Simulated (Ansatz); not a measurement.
AsH₃. Charge 0, multiplicity 3. Geometry PBE-D4/def2-TZVP, that of the neutral singlet; atoms count from 1.

```xyz
4

As    0.4457    0.1961    0.4337
H     0.6560    0.1916   -1.0875
H    -0.9444    0.8278    0.2695
H    -0.1572   -1.2155    0.3844
```

At PBE0-D4/def2-TZVP a singlet of charge 0 lies 5.90 eV below the triplet at the same geometry.

(1) Estimate the Mulliken populations from the PBE0/def2-TZVP orbitals of Ansatz.

(2) Where does the spin sit?

## Answers

(1) 
```csv
atom,charge (e),spin (α − β)
As1,-0.12,1.40
H2,0.08,0.08
H3,-0.04,0.45
H4,0.08,0.07
```
Mulliken values depend strongly on the basis.

(2) Summed by element: As 1.40, H 0.60, of 2 unpaired in all. Largest on single atoms: As1 1.40, H3 0.45, H2 0.08.
